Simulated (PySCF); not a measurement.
H₃Si₂, SMILES [SiH][SiH2] (connectivity only; charge and spin as stated), neutral, multiplicity 2.

Coordinates come from a ωB97X-D3(BJ)/def2-TZVP optimisation. The isomer is the one that the SMILES or the coordinates give; other isomers of the formula were not compared.

Computed with PySCF with CAM-B3LYP/def2-TZVPD.

Isolated molecule, no solvent.

```json
{
 "total_energy": "-580.70512 hartree",
 "point_group": "Cs",
 "α spin, highest occupied and lowest empty level": "-7.62 and -1.25 eV",
 "β spin, highest occupied and lowest empty level": "-7.90 and -2.73 eV",
 "dipole_moment": "1.17 D",
 "quadrupole, principal values (traceless, Buckingham form, about the centre of nuclear charge)": "-3.14, -0.51, 3.65 D·Å",
 "mean_static_polarisability": "74.2 bohr³ (11.00 Å³)",
 "polarisability_principal_values": "57.2, 61.7, 103.8 bohr³",
 "⟨S²⟩": "0.755 (pure state 0.75)"
}
```
